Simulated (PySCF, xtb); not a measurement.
Si(Cl)2(F)(OSiH3) (Cl₂FH₃OSi₂), SMILES F[Si](Cl)(Cl)O[SiH3].

GFN2-xTB (xtb 6.7.1) at its own geometry gives an orbital gap of 6.14 eV and a dipole moment of 2.59 D.

Coordinates come from a PBE-D3(BJ)/def2-SVP optimisation. The structure was generated by enumeration, and PubChem lists no compound with its InChIKey, so it may never have been made. Other conformers were not sampled.

Question: What does HF/def2-TZVP (PySCF) give? (An estimate is asked for; the answer gives what the named calculation found.)

Answer: gap 15.70 eV (levels -12.97 and 2.73 eV), dipole 1.96 D.
